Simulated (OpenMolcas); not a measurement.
## N IV: effect of the IPEA shift

```yaml
Program: OpenMolcas 26.06
Basis: ANO-L-VTZP [4s3p2d1f]
Scalar_Hamiltonian: non-relativistic, point nucleus
Active_space: 2 electrons in 4 orbitals (2s 2p)
State_averaging: 2S+1 = 3 even, 3 roots; 2S+1 = 1 even, 7 roots; 2S+1 = 3 odd, 3 roots; 2S+1 = 1 odd, 3 roots
Spin-orbit_coupling: RASSI with atomic mean-field integrals over the reference wave functions, term energies averaged over their components
```

Methods on the same reference wave functions:
A. CASSCF
B. MS-CASPT2, IPEA 0 Eh, imaginary shift 0.1 Eh (closed shells correlated: 1s)
C. MS-CASPT2, IPEA 0.25 Eh, imaginary shift 0.1 Eh (closed shells correlated: 1s)

Energies in cm-1 above 2s2 1S0, the measured ground level; measured values from Moore, Selected Tables of Atomic Spectra, NSRDS-NBS 3, section 4.

| Level | A | B | C | Measured |
| --- | --- | --- | --- | --- |
| 2s2 1S0 | 0.0 | 0.0 | 0.0 | 0.0 |
| 2s 2p 3P* 0 | 67856 | 67202 | 67240 | 67209 |
| 2s 2p 3P* 1 | 67923 | 67269 | 67308 | 67272 |
| 2s 2p 3P* 2 | 68059 | 67405 | 67443 | 67416 |
| 2s 2p 1P* 1 | 142638 | 133968 | 134283 | 130694 |
| 2p2 3P0 | 177325 | 176235 | 176302 | 175535 |
| 2p2 3P1 | 177392 | 176302 | 176369 | 175608 |
| 2p2 3P2 | 177524 | 176434 | 176501 | 175733 |
| 2p2 1D2 | 199192 | 191023 | 191382 | 188882 |
| 2p2 1S0 | 249464 | 239836 | 240087 | 235369 |

Deviations, from unrounded energies. A percentage is the sum of absolute deviations over the sum of measured energies, with the sign that they share, or ± where signs differ.

```json
{"Against measurement": "mean absolute deviation (cm-1)", "Levels": "9", "A": "4900", "B": "1300", "C": "1500"}
{"Against measurement": "other configurations (%)", "Levels": "9", "A": "+3.4", "B": "±0.9", "C": "+1.0"}
```

B lies closest to measurement on these levels and A furthest from it. The largest miss of B in the table is 2p2 1S0, by +4500 cm-1. The ranking rests on the paired levels alone, and a cruder setting can come out closer through cancelling errors.

Between B and C the level of the table that moves most is 2p2 1D2, by 360 cm-1 (lowest in B, highest in C).

The lowest spin-free term lies below A's lowest term by 0.005 hartree in B, 0.005 hartree in C.

Computed and measured levels are paired by configuration, term and J; levels that our copy of the source lacks, or whose pairing is in doubt (as where it misses far off the trend of its configuration), stay unpaired and out of the deviations. Only configurations of the active space appear.

* marks odd parity.
